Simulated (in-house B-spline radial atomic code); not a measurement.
## Binding energies in Gd8+

NIST's tabulated ground configuration is [Kr] 4d10 4f6 5s2 5p2; each binding energy is the energy of the ion with one electron taken from that subshell, relaxed, less that of the parent. Computed with an all-electron radial atomic-structure program (B-spline basis): Dirac-Hartree-Fock, average of configuration, Fermi nucleus of rms radius 5.1569 fm. Energies include first-order Breit, QED and recoil terms.

```tsv
subshell	X-ray name	binding energy (eV)	-ε (eV)	relaxation (eV)
1s	K	50376.5	50665.2	73.0
2s	L1	8520.4	8585.1	39.8
3s	M1	2024.6	2048.1	18.7
3d3/2	M4	1355.7	1377.8	20.6
3d5/2	M5	1325.3	1346.4	20.2
4s	N1	523.9	530.6	5.7
4d3/2	N4	285.7	290.6	4.7
4d5/2	N5	279.9	284.5	4.5
5s	O1	161.1	161.8	0.5
5p	O2,3	135	135.6	0.4
4f	N6,7	132.9	136.1	3.4
```

Relaxation = -ε minus the binding energy without Breit, QED and recoil terms.

**Question.** What does it cost to remove both a 3s and a 3d5/2 electron?

**Answer.** 3412.2 eV, which is 62.33 eV more than the two single binding energies together.

**Question.** What does it cost to remove both a 3s and a 5p electron?

**Answer.** 2180.1 eV, which is 20.49 eV more than the two single binding energies together.

**Question.** What does it cost to remove both a 4s and a 4d5/2 electron?

**Answer.** 833.48 eV, which is 29.67 eV more than the two single binding energies together.
